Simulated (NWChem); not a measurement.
# Electron attachment to CH$_{3}$Si

```xyz
5

C      1.1006    -0.0867     0.0000
Si    -0.7937     0.0462     0.0000
H      1.5375    -0.5499     0.9008
H      1.4341     0.9735     0.0000
H      1.5375    -0.5499    -0.9008
```
Charge 0, spin multiplicity 2.

Everything below was run with NWChem. Structure: optimised with UPBE0/def2-SVP, a minimum by its harmonic frequencies.

Basis set: def2-TZVPD. −ε marks an orbital energy of the parent. The basis adds only a small set of diffuse functions.

B3LYP has NWChem's definition, with VWN1-RPA local correlation. This spin state was chosen for the runs; another may lie lower. The structure started from a generated list of species. No SCF solution was tested for a lower state.

Q: One of these methods gave a vertical electron affinity of 2.63 eV. Which?
(A) −ε(alpha LUMO) of PBE0
(B) −ε(alpha LUMO) of B3LYP
(C) −ε(alpha LUMO) of BLYP
(D) −ε(alpha LUMO) of PBE

A: A, −ε(alpha LUMO) of PBE0. The others give 2.78 (−ε(alpha LUMO) of B3LYP), 3.33 (−ε(alpha LUMO) of BLYP), 3.53 (−ε(alpha LUMO) of PBE).
